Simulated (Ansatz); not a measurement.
Compare A (`CC(C)=CBF`) with its isomer B (`BC/C=C(/C)F`).

Isolated molecules relaxed with PBE0-D4/def2-TZVP in Ansatz; ΔE leaves out vibrations. CCSD(T)/CBS is the MP2 limit (def2-TZVPP, def2-QZVPP) plus CCSD(T) − MP2 in def2-TZVPP, frozen cores. Functionals use def2-TZVPP. B3LYP here is the variant with VWN-RPA as its local correlation; programs differ in this. Each species was taken in one conformer, which may not be the lowest.

Question: Which is lower in electronic energy at CCSD(T)/CBS, and by how much? (Best estimate.)

Answer: Computed: A, by 56.2 kcal/mol.

Question: Give E(B) − E(A) in kcal/mol with MP2/def2-TZVPP, PBE-D4, PBE0-D4, CCSD(T)/def2-TZVPP, B3LYP-D4, CCSD/def2-TZVPP, r2SCAN-D4. (Estimate.)

Answer: Ansatz gave: MP2/def2-TZVPP 55.7, PBE-D4 51.1, PBE0-D4 52.7, CCSD(T)/def2-TZVPP 55.8, B3LYP-D4 56.1, CCSD/def2-TZVPP 56.9, r2SCAN-D4 52.8. None reverses the order clearly.

Largest T1 diagnostic: 0.012.

From PBE to PBE0 (25 % exact exchange), in def2-TZVPP and without D4, E(B) − E(A) moves by +1.6 kcal/mol. In def2-TZVPP, CCSD(T) changes the Hartree–Fock value by −6.1 kcal/mol (the triples alone add −1.1 kcal/mol) and MP2 by −6.1 kcal/mol.
